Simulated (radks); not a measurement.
Results of a calculation; reference values are marked as such.
Dipole-allowed excitations along the series with 2 electrons in [He]. Code: a radial shooting solver on a logarithmic mesh with Libxc functionals. Model: scalar-relativistic Kohn-Sham, PBE, spin-unpolarised, spherical densities, finite nucleus; Fermi nuclear charge, rms radius of each element as measured or else 0.836 A^(1/3) + 0.57 fm. Time-dependent linear response with the Hartree and adiabatic LDA kernel, continuum included through the Sternheimer equations, no spin-orbit coupling, so fine structure and intercombination lines are absent. Lines are the poles of the dipole polarisability below minus the highest occupied eigenvalue, found on a grid refined at the orbital gaps; the lowest seven at most are given, and weak or close lines can be missed. The first line takes the name of the lowest orbital gap if no other gap lies below it; otherwise a line is named after a gap within 0.6 % of it, if that gap stands alone.

| species | -e(HOMO) (eV) | lowest orbital gap (eV) | first line (eV) | f | static alpha (bohr^3) |
|---|---|---|---|---|---|
| Be2+ | 132.28 | 1s-2p 114.95 | 115.09 (1s-2p) | 0.406 | 0.05526 |
| B3+ | 231.38 | 1s-2p 194.53 | 194.93 (1s-2p) | 0.498 | 0.02050 |
| C4+ | 357.73 | 1s-2p 294.52 | 295.21 (1s-2p) | 0.557 | 0.009274 |
| N5+ | 511.35 | 1s-2p 414.95 | 415.97 (1s-2p) | 0.598 | 0.004787 |
